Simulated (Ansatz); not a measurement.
Molecule: sum formula H3BNO2, net charge 0, doublet state. It need not be the lowest isomer of its formula. 
Geometry from a B3LYP-D3(BJ)/def2-TZVP (Ansatz, a program for electronic structure) optimisation:
SMILES: [NH]B(O)O
```xyz
7

N     -0.6748     1.2510     0.4446
B     -0.0169     0.0310     0.0123
O     -0.8176    -1.0386    -0.2985
O      1.3547     0.0188     0.0238
H     -0.8966     1.9286    -0.2839
H     -0.3634    -1.8604    -0.5043
H      1.7714    -0.8213    -0.1876
```
Charge 0, spin multiplicity 2.

Basis-set convergence of Hartree-Fock and CCSD(T) correlation energies (hartree) with Ansatz. Valence correlation only, unless marked. Open shells are spin-unrestricted. Spin-orbit coupling is left out. No relativistic terms.

| basis | functions | E(HF) | E(corr, CCSD(T)) |
|---|---|---|---|
| cc-pVDZ | 71 | -230.71567 | -0.62432 |
| cc-pVTZ | 162 | -230.79315 | -0.79055 |
| cc-pVQZ | 310 | -230.81126 | -0.84508 |

Extrapolating the two largest sets (X = 3 and 4) as X^-3: E(corr) = (64·(-0.84508) - 27·(-0.79055))/37 = -0.8849 Eh, an estimate of the basis-set limit. The largest set recovers 95.5 % of it, the smallest 70.6 %.
